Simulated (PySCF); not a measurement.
C₂H₉BO₄Si, SMILES CB(C)O[Si](O)(O)O at its GFN2-xTB optimised geometry (Å):

```
17

Si    -0.9657     1.4124     0.0226
O     -2.1687     0.4519    -0.4932
O     -1.3475     1.9283     1.5100
O     -0.7641     2.7410    -0.8993
O      0.4241     0.5957     0.0000
B      1.0561    -0.5770     0.0000
C      0.2447    -1.9440     0.0052
C      2.6491    -0.5770     0.0000
H     -3.0698     0.6995    -0.3053
H     -0.8056     2.5979     1.9170
H     -0.4379     2.6520    -1.7898
H      0.7435    -2.7410    -0.5394
H      0.1273    -2.2893     1.0314
H     -0.7543    -1.8133    -0.4005
H      3.0227    -0.9230    -0.9621
H      3.0698     0.4087     0.1790
H      3.0491    -1.2582     0.7470
```

Method: CAM-B3LYP/def2-SVP (PySCF 2.14.0). Cells within 0.4 Å of a nucleus heavier than hydrogen are left out (blank, or x).

Map of the electron localisation function on the plane z = 0.0 Å:

```
|0000000000000000000000000000000|
|0000000000000000000000000000000|
|0000000000000000000000000000000|
|0000000000000000000000000000000|
|0000000000012321000000000000000|
|0000000000024554100000000000000|
|0000000000024565300000000000000|
|0000000000013565300000000000000|
|0000000000013554100000000000000|
|0000000000111242000000000000000|
|0000000001105301123200034200000|
|000015642322xx04677400499950000|
|000068986670xx18888400899982000|
|0000789977850088xx8202999993000|
|0000688878872378xx7115999982000|
|0000255578861147884377799840000|
|00000012687300024xx196xx6410000|
|00000001453000025xx196xx5310000|
|0000000000004656993486466410000|
|0000000000079985798333566310000|
|000000000059999xx56200244200000|
|000000000169998xx66200011100000|
|0000000000267655798600000000000|
|0000000000011125899820000000000|
|0000000000000013789820000000000|
|0000000000000001467510000000000|
|0000000000000000122100000000000|
|0000000000000000000000000000000|
|0000000000000000000000000000000|
|0000000000000000000000000000000|
|0000000000000000000000000000000|
```
Scale: ten equal steps from 0.000 (start of '0') to 0.997 (end of '9'), in the order '0123456789'; x runs from -5.50 to 5.50, y from -5.50 (bottom) to 5.50 (top).
